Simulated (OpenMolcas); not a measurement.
An atom or ion with 72 electrons was computed by MS-CASPT2, IPEA 0.25 Eh, imaginary shift 0.1 Eh with spin-orbit coupling (OpenMolcas, ANO-RCC-VQZP, DKH2). The lowest levels that the run gave, each within 12 % of the measured value where one is at hand:

```
J  Parity  E (cm-1)      g
0    even       0.0       
1    even      3340  1.500
2    even      6400  1.480
3    even      8860  1.463
4    even     10680  1.421
0    even     15150       
4    even     17780  0.956
1    even     20360  1.421
3    even     20890  0.910
2    even     21010  0.795
5    even     21980  1.070
6    even     24000  1.130
```

Task: Which ion is it, and what are the configurations and terms?

Result: Re³⁺ (Z = 75, charge +3; active space 4 electrons in 10 orbitals (5d 6d)). J, parity and g give the terms where levels are pure, and mixed ones are named by the computed weights; the size of the splittings, set against known spectra of the 72-electron sequence, gives the charge. In order, with the measured energies in cm-1 (the list in Brasseur, Gamrath and Quinet, At. Data Nucl. Data Tables 157, 101636 (2024)): 5d4 5D0 [66 %], 5d4 5D1 (3084), 5d4 5D2 (5979), 5d4 5D3 (8350), 5d4 5D4 [75 %] (10121), 5d4 3P0(1) [55 %], 5d4 3H4 [58 %] (16946), 5d4 3P1(1) (19340), 5d4 3G3 [59 %] (19817), 5d4 3F2(1) [71 %] (19851), 5d4 3H5 (20930), 5d4 3H6 (22896).

CASPT2 breaks the degeneracy within a term, and the mean is taken; among the terms shown or strongly mixed into the levels shown the widest spread is 830 cm-1 (5d4 1I). Active for correlation alone: 6d; no level in the range computed is led by a configuration that fills it, so any true level of that kind is missing. Computed and measured levels are paired by configuration, term and J; levels that our copy of the source lacks, or whose pairing is in doubt (as where it misses far off the trend of its configuration), stay unpaired and out of the deviations. Levels of configurations outside the active space are missing.

A share in square brackets marks a mixed level and gives the weight of the term that names it. A number in round brackets counts repeated terms of one configuration in the order of the reference energies.
